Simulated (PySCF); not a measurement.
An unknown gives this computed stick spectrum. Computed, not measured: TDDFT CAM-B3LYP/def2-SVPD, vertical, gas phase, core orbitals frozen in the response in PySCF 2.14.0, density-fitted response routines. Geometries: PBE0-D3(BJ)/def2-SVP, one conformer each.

| state | E (eV) | f | main configurations (H = HOMO, L = LUMO) |
| --- | --- | --- | --- |
| S1 | 3.75 | 0.0015 | H-1→L (94%) |
| S2 | 4.26 | 0.448 | H→L (92%) |
| S3 | 4.77 | 0.0000 | H-2→L (87%), H-2→L+1 (10%) |
| S4 | 5.70 | 0.061 | H-3→L (74%) |
| S5 | 5.91 | 0.0005 | H→L+3 (52%), H-4→L (11%), H→L+2 (9%) |
| S6 | 5.98 | 0.0009 | H-4→L (43%), H-1→L+1 (26%), H→L+3 (12%) |
| S7 | 6.33 | 0.027 | H→L+1 (67%), H-3→L (8%) |
| S8 | 6.45 | 0.011 | H-1→L+1 (54%), H-4→L (21%) |
| S9 | 6.53 | 0.0025 | H-5→L (78%), H-5→L+1 (14%) |
| S10 | 6.55 | 0.0016 | H→L+5 (49%), H-3→L+3 (8%) |

Orbital energies (eV): HOMO-3 -10.13, HOMO-2 -9.62, HOMO-1 -8.85, HOMO -8.11, LUMO -1.32, LUMO+1 0.90, LUMO+2 0.99.

Question: Which candidate is it? All have the formula C8H9B.
A. `C#C/C=C/CBC#CC`
B. `BC12C=CC(C=C1)C=C2`
C. `BC1=C[C@@H]2[C@@H]3C=C[C@H]1[C@H]23`
D. `C#C/C=C\C#CB(C)C`

Answer: D. Its S1, at 3.75 eV, is the lowest among the candidates; the nearest of the others has S1 at 4.01 eV. S1 is HOMO-1→LUMO (94%). Löwdin shares by element: HOMO carbon 66% or more (atoms not listed hold the other 34%); LUMO carbon 45% or more, boron 13% (atoms not listed hold the other 42%). At the same level the other candidates give, for their lowest levels:
- `BC12C=CC(C=C1)C=C2`: 4.33 eV (f 0.000); 5.05 eV (f 0.000); 5.19 eV (f 0.000); 5.71 eV (f 0.000); 5.77 eV (f 0.004); T1 3.54 eV; HOMO -7.52, LUMO -0.39 eV
- `BC1=C[C@@H]2[C@@H]3C=C[C@H]1[C@H]23`: 4.48 eV (f 0.074); 4.77 eV (f 0.156); 5.52 eV (f 0.001); 5.79 eV (f 0.003); 6.13 eV (f 0.090); T1 3.08 eV; HOMO -8.05, LUMO -0.70 eV
- `C#C/C=C/CBC#CC`: 4.01 eV (f 0.000); 4.87 eV (f 0.001); 5.43 eV (f 0.462); 5.55 eV (f 0.187); 5.59 eV (f 0.002); T1 3.39 eV; HOMO -7.81, LUMO -0.70 eV
Triplets come from the Tamm–Dancoff approximation.
